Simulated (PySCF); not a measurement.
**Working out the electron affinity of Tc**

Tc⁻ [Kr] 4d6 5s2 (5D) → Tc [Kr] 4d5 5s2 (6S). Computed with PySCF 2.14 in aug-cc-pwCVDZ-PP with ECP28MDF (6s6p5d3f, 70 functions), with a scalar-relativistic core potential. Frozen: 4s2 4p6. Energies in hartree (1 hartree = 27.21139 eV):

```
            part  Tc⁻ (lower)  Tc (upper)
             UHF   -79.811668  -79.848508
CCSD correlation    -0.168678   -0.131998
             (T)    -0.008604   -0.004304
```

Q: What does Hartree-Fock give?

A: (-79.848508) − (-79.811668) = -0.036840 hartree = -1.002 eV.

Q: What do CCSD and CCSD(T) give?

A: The CCSD correlation energies differ by 0.036680 hartree = 0.998 eV and the triples by 0.004300 hartree = 0.117 eV, so CCSD gives -0.004 eV and CCSD(T) 0.113 eV.

A double-zeta basis recovers only part of the correlation energy.

The coupled-cluster amplitudes are large, so a single reference is strained.
